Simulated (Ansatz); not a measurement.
```yaml
crystal:
  periodic: [false, false, false]
  atoms:
    - {symbol: O, position_ang: [-1.134425, 0.383613, 0.912794]}
    - {symbol: Zr, position_ang: [0.161587, -0.654824, 0.001068]}
    - {symbol: F, position_ang: [1.341629, -1.513739, 1.215449]}
    - {symbol: F, position_ang: [-0.649466, -2.016742, -1.044023]}
    - {symbol: Se, position_ang: [1.505834, 0.944583, -1.540552]}
    - {symbol: H, position_ang: [-1.835849, 0.738805, 1.452522]}
    - {symbol: H, position_ang: [0.671889, 2.050303, -1.042958]}
basis:
  gaussian: {orbitals: def2-TZVPD}
hamiltonian: {xc: {name: PBE0-DH}}
accuracy: high
output: {forces: true}
```

```sh
$ ansatz run in.yaml --threads 4 --pin off --events-out ev --progress --plain --max-ram 10444MiB
```

It prints (some lines left out):

```
Functional definition: PBE0-DH
3729 factors; integrals over basis functions are off by at most 2.6e-8 eV
mean field evaluation 1: about -74122.0500 eV, gradient 7.2e1 eV
mean field evaluation 2: about -74122.2023 eV, gradient 7.2e1 eV
mean field evaluation 4: about -74130.2314 eV, gradient 8.1e0 eV
mean field evaluation 8: about -74130.4254 eV, gradient 7.5e-1 eV
mean field evaluation 16: about -74130.4268 eV, gradient 5.0e-4 eV
mean field -74130.42681216 eV, -2724.2429379389 hartree, gradient 6.9e-8 eV, S^2 0.000000; 0 other end points of the search recorded, 0 dependent functions left out
12 core orbitals not correlated: weight in the atoms' cores, before any rotation towards them, 1.000 or more for the frozen orbitals, at most 0.000 for the correlated occupied ones
reference -74130.42681549 eV, -2724.2429380612 hartree; 25, 25 occupied and 198, 198 virtual orbitals, 3729 factors
second order -44.33305855 eV of doubles, -0.00000000 eV of singles
Total energy: -74135.96844781 eV, -2724.4465892927 hartree
Atom 0 at    -1.134425     0.383613     0.912794 Å, force    -0.054658    -0.000417     0.048564 eV/Å
Atom 1 at     0.161587    -0.654824     0.001068 Å, force    -0.019042     0.002826     0.015951 eV/Å
Atom 2 at     1.341629    -1.513739     1.215449 Å, force    -0.050474     0.037918    -0.044328 eV/Å
Atom 3 at    -0.649466    -2.016742    -1.044023 Å, force     0.027102     0.057549     0.043748 eV/Å
Atom 4 at     1.505834     0.944583    -1.540552 Å, force    -0.110323     0.071564     0.082281 eV/Å
Atom 5 at    -1.835849     0.738805     1.452522 Å, force     0.126188    -0.063970    -0.097193 eV/Å
Atom 6 at     0.671889     2.050303    -1.042958 Å, force     0.081206    -0.105470    -0.049022 eV/Å
Dipole moment:    -0.474767     0.313340     0.349313 e Å
```

Run time 72 s (4 threads of an Arm Neoverse V2 on a shared host); peak host memory 1.7 GiB.
